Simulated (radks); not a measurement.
Problem. Isoelectronic series with 40 electrons, each ion in its NIST ground configuration. Method: scalar-relativistic Kohn-Sham, LDA (Slater exchange, Perdew-Wang correlation), spin-unpolarised, spherical densities, point nucleus; computed with a radial shooting solver on a logarithmic mesh with Libxc functionals. Total energies (hartree) and orbital eigenvalues (hartree) (* marks an orbital that is empty in some or all of the ions):

ion,configuration,E (hartree),4d,5s*,4p,4s
Zr,[Kr] 4d2 5s2,-3594.59767,-0.13725,-0.16864,-1.19455,-2.00350
Rh5+,[Kr] 4d4,-4773.24557,-2.60855,-1.93170,-4.39810,-5.61365
Sn10+,[Kr] 4d4,-6139.97701,-7.17987,-5.04805,-9.76048,-11.47641
Cs15+,[Kr] 4d4,-7698.7412,-13.46087,-9.32025,-16.86083,-19.16744
Nd20+,[Kr] 4d4,-9455.1515,-21.38811,-14.72796,-25.65908,-28.67253
Tb25+,[Kr] 4d4,-11416.0709,-30.93951,-21.28109,-36.15431,-40.02643
Re35+,[Kr] 4d4,-15985.9103,-54.89463,-37.93584,-62.30287,-68.54226
Hg40+,[Kr] 4d4,-18616.4150,-69.30402,-48.12214,-78.00986,-85.88861

Estimate the row of Yb30+ ([Kr] 4d4).

Solution. E (hartree) -13589.7188; 4d -42.10815; 5s* -29.00481; 4p -48.36106; 4s -53.28927.
